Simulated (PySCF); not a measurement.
C₂H₅O (SMILES [CH2-]OC), charge -1, singlet, geometry from GFN2-xTB (in this run its highest filled SCF level lies above zero, so its values depend strongly on the basis, on diffuse functions most of all). Base run: TPSS/6-31G (PySCF).

PySCF was given this input:
```python
from pyscf import gto, scf, dft

mol = gto.M(
    atom='''
C    -0.01387129    1.32048858   -0.14685513
O     0.00480545    0.04658534    0.60549664
C     0.00885831   -1.08473522   -0.17190786
H     0.86993040    1.24954023   -0.87427756
H    -0.90863771    1.23257197   -0.85885667
H     0.02301881   -1.98265824    0.47327149
H    -0.88652396   -1.15182118   -0.82804795
H     0.89384676   -1.13483572   -0.84348446
''',
    basis='6-31g',
    charge=-1,
    verbose=4,
)

mf = dft.RKS(mol)
mf.xc = 'tpss'
mf.kernel()
mf.analyze()
```

Each row names what was changed in the base input (with any setting that the change needs).

| change | ΔE vs base (mEh) | grid points | electrons on the grid |
|---|---|---|---|
| base | 0.000 | 91360 | 26.00005 |
| grids.level = 7 | 0.007 | 510560 | 26.00000 |
| grids.prune = off | 0.000 | 143456 | 26.00005 |
| grids.level = 1 | 0.187 | 27904 | 25.99958 |
| grids.prune = dft.gen_grid.sg1_prune | 0.088 | 40616 | 25.99979 |
| small_rho_cutoff = 0 | 0.000 | 91360 | 26.00005 |
| grids.level = 0 | -31.841 | 6360 | 26.01366 |
| grids.prune = dft.gen_grid.treutler_prune | -0.008 | 78400 | 26.00006 |
| grids.atom_grid = (150, 974) | 0.007 | 649560 | 26.00000 |
| grids.radi_method = mura_knowles | 0.000 | 87472 | 26.00005 |
| grids.radi_method = gauss_chebyshev | 0.000 | 89384 | 26.00005 |
